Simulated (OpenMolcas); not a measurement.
**neutral mercury: effect of the IPEA shift**

```
Program             : OpenMolcas
Basis               : ANO-RCC-VQZP [9s8p6d4f2g1h]
Scalar Hamiltonian  : DKH2, point nucleus
Active space        : 2 electrons in 9 orbitals (RAS2 6s 6p; RAS3 6d, at most 2 electrons)
State averaging     : 2S+1 = 3 even, 3 roots (0 in the spin-orbit step); 2S+1 = 1 even, 6 roots (1 in the spin-orbit step); 2S+1 = 3 odd, 3 roots; 2S+1 = 1 odd, 3 roots
Spin-orbit coupling : RASSI with atomic mean-field integrals over the reference wave functions, term energies averaged over their components
```

Methods on the same reference wave functions:
A. RASSCF
B. SS-RASPT2, IPEA 0.25 Eh, imaginary shift 0.1 Eh (closed shells correlated: 5d)
C. SS-RASPT2, IPEA 0.5 Eh, imaginary shift 0.1 Eh (closed shells correlated: 5d)

Energies in cm-1 above 6s2 1S0, the measured ground level; measured values from NIST Handbook of Basic Atomic Spectroscopic Data.

```json
{"Level": "6s2 1S0", "A": "0.0", "B": "0.0", "C": "0.0", "Measured": "0.0"}
{"Level": "6s 6p 3P* 0", "A": "29108", "B": "36268", "C": "36266", "Measured": "37645"}
{"Level": "6s 6p 3P* 1", "A": "30789", "B": "37921", "C": "37920", "Measured": "39412"}
{"Level": "6s 6p 3P* 2", "A": "34506", "B": "41666", "C": "41664", "Measured": "44043"}
{"Level": "6s 6p 1P* 1", "A": "47658", "B": "51665", "C": "51754", "Measured": "54069"}
```

Deviations, from unrounded energies. A percentage is the sum of absolute deviations over the sum of measured energies, with the sign that they share, or ± where signs differ.

| Against measurement | Levels | A | B | C |
| --- | --- | --- | --- | --- |
| mean absolute deviation (cm-1) | 4 | 8300 | 1900 | 1900 |
| other configurations (%) | 4 | -18.9 | -4.4 | -4.3 |

B, C lie about equally close to measurement and A furthest from it. The largest miss of C in the table is 6s 6p 3P* 2, by -2400 cm-1. The ranking rests on the paired levels alone, and a cruder setting can come out closer through cancelling errors.

Between B and C the level of the table that moves most is 6s 6p 1P* 1, by 89 cm-1 (lowest in B, highest in C).

The lowest spin-free term lies below A's lowest term by 0.435 hartree in B, 0.432 hartree in C.

Some high roots are left out of the spin-orbit mixing, which shifts the levels that they would mix with. Active for correlation alone: 6d; no level in the range computed is led by a configuration that fills it, so any true level of that kind is missing. Spin-orbit splittings of 6p shells tend to come out small when the coupling is added on scalar orbitals. Computed and measured levels are paired by configuration, term and J; levels that our copy of the source lacks, or whose pairing is in doubt (as where it misses far off the trend of its configuration), stay unpaired and out of the deviations. Levels of configurations outside the active space are missing.

* marks odd parity.
